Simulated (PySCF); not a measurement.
H4P, SMILES [PH4+], charge +1. The structure is a stationary point at PBE-D3(BJ)/def2-TZVPD. The isomer is the one that the SMILES or the coordinates give; other isomers of the formula were not compared.

These are PBE-D3(BJ)/def2-TZVPD (PySCF 2.14.0) values and carry that method's errors.

Harmonic wavenumbers (cm⁻¹): 938, 938, 938, 1091, 1091, 2429, 2482, 2482, 2482. Rotational constants (GHz): 94.48, 94.48, 94.48; symmetry number 12.

Question: Work out the zero-point energy and the ideal-gas rigid-rotor harmonic-oscillator thermochemistry at 298.15 K and 1 atm.

Answer: ZPE = ½ Σ hcν = ½ × 14871 cm⁻¹ = 21.26 kcal/mol. H − E(el) = 23.75 kcal/mol. Entropy in cal/(mol K): translation 36.59, rotation 11.66, vibration 0.49, total 48.74. G − E(el) = 9.22 kcal/mol. Cp = 9.88 cal/(mol K).
